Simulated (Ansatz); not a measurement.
Cartesian coordinates in Å:
```
O 0.0420 -0.9092 -1.5788
Si 1.2008 0.1200 -1.1265
F 0.8466 1.5779 -1.6214
F 2.5895 -0.2267 -1.7917
S 1.5276 0.0093 0.9491
Si -0.4769 -0.1150 1.5769
O -1.4052 0.9010 0.7328
F -1.0646 -1.5788 1.4874
F -0.4605 0.2411 3.1144
H -0.4620 -0.7197 -2.3725
H -2.3374 0.7000 0.6303
```

The species carries charge 0 and has multiplicity 1.

(1) List the PBE0/def2-TZVPP orbital energies in eV (Ansatz 0.2.0). (An estimate is asked.)

Answers

(1) The calculation gave: Occupied: -2422.93, -1805.52, -1805.52, -674.41, -674.41, -674.39, -674.39, -523.73, -523.73, -218.34, -162.14, -162.09, -162.01, -147.52, -147.52, -102.23, -102.23, -102.21, -102.21, -102.19, -102.19, -34.17, -34.16, -33.61, -33.61, -29.30, -29.24, -21.28, -17.08, -16.67, -15.45, -15.41, -14.54, -14.51, -13.97, -13.49, -13.48, -13.36, -12.86, -12.84, -12.46, -12.42, -11.47, -11.38, -11.11, -10.96, -10.43, -9.95, -8.61. Lowest empty: -0.05, 0.35, 0.60, 1.22, 1.22, 2.08, 2.11, 3.05.
